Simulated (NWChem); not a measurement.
Program: NWChem. System: diantimony (Sb2), charge 0, spin multiplicity 1, at a geometry optimised with B3LYP/def2-SVP with def2 effective core potentials on Sb. Level: CCSD(T)/def2-TZVP with def2 effective core potentials on Sb, 8 core orbitals frozen.

Job file:

```
start mol
memory heap 100 mb stack 700 mb global 1900 mb
geometry units angstroms nocenter noautoz
  Sb     0.000000     0.000000     1.251459
  Sb     0.000000     0.000000    -1.251459
  symmetry group D2h
end
basis spherical
  * library def2-tzvp
end
ecp
  Sb library def2-ecp
end
scf
  rhf
  nopen 0
  maxiter 100
  thresh 1e-7
  semidirect memsize 60000000 filesize 0
end
tce
  freeze core 8
  ccsd(t)
  2eorb
  2emet 13
  thresh 1e-6
  maxiter 100
  tilesize 24
end
task tce energy
```

Part of the output:

```
             Northwest Computational Chemistry Package (NWChem) 7.3.0
             --------------------------------------------------------

                                NWChem Input Module
                                -------------------

 Scaling coordinates for geometry "geometry" by  1.889725989
 (inverse scale =  0.529177249)

 Turning off AUTOSYM since
 SYMMETRY directive was detected!

                             Geometry "geometry" -> ""
                             -------------------------

 Output coordinates in angstroms (scale by  1.889725989 to convert to a.u.)

  No.       Tag          Charge          X              Y              Z
 ---- ---------------- ---------- -------------- -------------- --------------
    1 Sb                  51.0000     0.00000000     0.00000000     1.25145900
    2 Sb                  51.0000     0.00000000     0.00000000    -1.25145900

 Effective nuclear repulsion energy (a.u.)     549.9141500633

            Nuclear Dipole moment (a.u.)
            ----------------------------
        X                 Y               Z
 ---------------- ---------------- ----------------
     0.0000000000     0.0000000000     0.0000000000

      Symmetry information
      --------------------

 Group name             D2h
 Group number             26
 Group order               8
 No. of unique centers     1

      Symmetry unique atoms

     1


 Summary of "ao basis" -> "" (spherical)
 ------------------------------------------------------------------------------
       Tag                 Description            Shells   Functions and Types
 ---------------- ------------------------------  ------  ---------------------
 *                         def2-tzvp                  on all atoms

 Summary of "ao basis" -> "ao basis" (spherical)
 ------------------------------------------------------------------------------
       Tag                 Description            Shells   Functions and Types
 ---------------- ------------------------------  ------  ---------------------
 Sb                        def2-tzvp                16       50   6s5p3d2f

                                 NWChem SCF Module
                                 -----------------

  ao basis        = "ao basis"
  functions       =   100
  atoms           =     2
  closed shells   =    23
  open shells     =     0
  charge          =   0.00
  wavefunction    = RHF
  use symmetry    = T
  symmetry adapt  = T

 Summary of "ao basis" -> "ao basis" (spherical)
 ------------------------------------------------------------------------------
       Tag                 Description            Shells   Functions and Types
 ---------------- ------------------------------  ------  ---------------------
 Sb                        def2-tzvp                16       50   6s5p3d2f

      Symmetry analysis of basis
      --------------------------

        ag         21
        au          5
        b1g         5
        b1u        21
        b2g        12
        b2u        12
        b3g        12
        b3u        12

 Forming initial guess at       0.2s

      Superposition of Atomic Density Guess
      -------------------------------------

 Sum of atomic energies:        -555.26729705

      Non-variational initial energy
      ------------------------------

 Total energy =    -478.513022
 1-e energy   =   -1062.151614
 2-e energy   =     471.795230
 HOMO         =      -0.241908
 LUMO         =      -0.084129

      Symmetry analysis of molecular orbitals - initial
[...]
     6      1.539467  1 Sb s                 56     -1.539467  2 Sb s
    21     -1.298108  1 Sb pz                71     -1.298108  2 Sb pz
    18     -0.292026  1 Sb pz                68     -0.292026  2 Sb pz
     3     -0.177395  1 Sb s                 53      0.177395  2 Sb s
     2      0.150132  1 Sb s                 52     -0.150132  2 Sb s

 center of mass
 --------------
 x =   0.00000000 y =   0.00000000 z =   0.00000000

 moments of inertia (a.u.)
 ------------------
        1352.386634387201           0.000000000000           0.000000000000
           0.000000000000        1352.386634387201           0.000000000000
           0.000000000000           0.000000000000           0.000000000000

  Mulliken analysis of the total density
  --------------------------------------

    Atom       Charge   Shell Charges
 -----------   ------   -------------------------------------------------------
    1 Sb  23    23.00   0.16 -0.66  1.57  0.93  1.06  0.82 -0.46  6.43  0.81  1.59  0.65  9.04  0.95  0.10  0.01  0.00
    2 Sb  23    23.00   0.16 -0.66  1.57  0.93  1.06  0.82 -0.46  6.43  0.81  1.59  0.65  9.04  0.95  0.10  0.01  0.00

       Multipole analysis of the density wrt the origin
       ------------------------------------------------

     L   x y z        total         open         nuclear
     -   - - -        -----         ----         -------
     0   0 0 0      0.000000      0.000000     46.000000

     1   1 0 0      0.000000      0.000000      0.000000
     1   0 1 0     -0.000000      0.000000      0.000000
     1   0 0 1      0.000000      0.000000      0.000000

     2   2 0 0    -39.653015      0.000000      0.000000
     2   1 1 0     -0.000000      0.000000      0.000000
     2   1 0 1      0.000000      0.000000      0.000000
     2   0 2 0    -39.653015      0.000000      0.000000
     2   0 1 1      0.000000      0.000000      0.000000
     2   0 0 2    -37.046488      0.000000    257.269768

                   NWChem Extensible Many-Electron Theory Module
                   ---------------------------------------------


            General Information
            -------------------
      Number of processors :     1
         Wavefunction type : Restricted Hartree-Fock
          No. of electrons :    46
           Alpha electrons :    23
            Beta electrons :    23
           No. of orbitals :   200
            Alpha orbitals :   100
             Beta orbitals :   100
        Alpha frozen cores :     8
         Beta frozen cores :     8
     Alpha frozen virtuals :     0
      Beta frozen virtuals :     0
         Spin multiplicity : singlet
    Number of AO functions :   100
       Number of AO shells :    32
        Use of symmetry is : on
      Symmetry adaption is : on
         Schwarz screening : 0.10D-09

          Correlation Information
          -----------------------
          Calculation type : Coupled-cluster singles & doubles w/ perturbation
   Perturbative correction : (T)
            Max iterations :      100
        Residual threshold : 0.10D-05
     T(0) DIIS level shift : 0.00D+00
     L(0) DIIS level shift : 0.00D+00
     T(1) DIIS level shift : 0.00D+00
     L(1) DIIS level shift : 0.00D+00
     T(R) DIIS level shift : 0.00D+00
     T(I) DIIS level shift : 0.00D+00
   CC-T/L Amplitude update :  5-th order DIIS
                I/O scheme : Global Array Library
        L-threshold :  0.10D-05
        EOM-threshold :  0.10D-05
 no EOMCCSD initial starts read in
 TCE RESTART OPTIONS
 SLICE:      F
 D4D5:       F
 quantumc:   F
 qrotation:  F
 pwtce:      F
 qducc:      F
 nacto:                         0
 nrotv:                         0
 nrot:                          0

            Memory Information
            ------------------
          Available GA space size is     249026800 doubles
          Available MA space size is     104841340 doubles

 Maximum block size supplied by input
 Maximum block size        24 doubles

 tile_dim =     16

 -------------------------------------------------

 Global array virtual files algorithm will be used

 Parallel file system coherency ......... OK

 4-electron integrals stored in orbital form

 v2    file size   =          1774390
 4-index algorithm nr.  13 is used
 imaxsize =       30
 imaxsize ichop =        0


CCSD iterations
 ---------------------------------------------------------
 Iter          Residuum       Correlation     Cpu    Wall
 ---------------------------------------------------------
    1   0.1960915740931  -0.6857972506396     7.5     7.5
    2   0.0491939878777  -0.6319422768248     6.8     6.8
    3   0.0183161306777  -0.6537762361338     6.7     6.7
    4   0.0086993076009  -0.6492729922125     6.7     6.7
    5   0.0039205745422  -0.6519661226153     6.7     6.7
    6   0.0015043248247  -0.6518471445947     8.8     8.8
    7   0.0006908866972  -0.6518954321116     6.7     6.7
    8   0.0003903081706  -0.6518888162929     6.7     6.7
    9   0.0002328269653  -0.6519064956645     6.7     6.7
   10   0.0001410519292  -0.6519147264950     7.7     7.7
   11   0.0000152769648  -0.6519321743541     6.7     6.7
   12   0.0000047557982  -0.6519306160914     6.7     6.7
   13   0.0000021426907  -0.6519316780234     6.7     6.7
   14   0.0000008819494  -0.6519314830930     6.8     6.8
 -----------------------------------------------------------------
 Iterations converged
 CCSD correlation energy / hartree =        -0.651931483092966
 CCSD total energy / hartree       =      -479.192656026115003

 Singles contributions

 Doubles contributions
    24b2g (alpha)    24b2g (beta ) ---    23b3u (alpha)    23b3u (beta )       -0.1381989571
    25b3g (alpha)    25b3g (beta ) ---    22b2u (alpha)    22b2u (beta )       -0.1381989571
 CCSD(T)
 Using plain CCSD(T) code
             total no. of tasks        12168
 total no. of tasks / no. procs        12168
                         wl_min           64           2.0
                         wl_max       245760           7.9
        thresh for no. of tasks        12168

 CCSD[T]  correction energy / hartree =        -0.031236782504883
 CCSD[T] correlation energy / hartree =        -0.683168265597849
 CCSD[T] total energy / hartree       =      -479.223892808619894
 CCSD(T)  correction energy / hartree =        -0.029633191400379
 CCSD(T) correlation energy / hartree =        -0.681564674493345
 CCSD(T) total energy / hartree       =      -479.222289217515367

 Task  times  cpu:      166.3s     wall:      166.3s

 Total times  cpu:      166.4s     wall:      166.4s
```
